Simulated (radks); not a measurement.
Species: Tm59+. Configuration: [Ne] (the NIST ground configuration). Calculated with a radial shooting solver on a logarithmic mesh with Libxc functionals: non-relativistic Kohn-Sham, PBE, spin-polarised, spherical densities, point nucleus; relativity is left out, which matters for an element this heavy. Some entries of the table are withheld. Estimate them.

orbital,occ.,eigenvalue (eV),r(max) (bohr),<r> (bohr)
1s,2,-59900.38,(1),0.02195
2s,2,-13420.79,(2),(3)
2p,6,(4),(5),(6)

Answer. 
(1) 1s r(max) (bohr): 0.01457
(2) 2s r(max) (bohr): 0.07884
(3) 2s <r> (bohr): 0.09144
(4) 2p eigenvalue (eV): -13093.39
(5) 2p r(max) (bohr): 0.06120
(6) 2p <r> (bohr): 0.07732
